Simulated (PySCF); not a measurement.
Vertical excitations of a molecule C2H3O2, multiplicity 2 from TDA-PBE/def2-SVPD in PySCF 2.14.0, as energy in eV (oscillator strength): 4.16 (0.007), 4.49 (0.000), 4.94 (0.010), 5.33 (0.003), 6.21 (0.008), 6.34 (0.031), 6.51 (0.007), 6.58 (0.004), 6.95 (0.015), 7.00 (0.007). Geometry: B3LYP-D3(BJ)/def2-SVP. One conformer was computed; it need not be the lowest.

Which molecule gave these data?
A. CO[C]=O
B. [CH2]OC=O
C. CC([O])=O
D. [CH2]C(=O)O

A, CO[C]=O
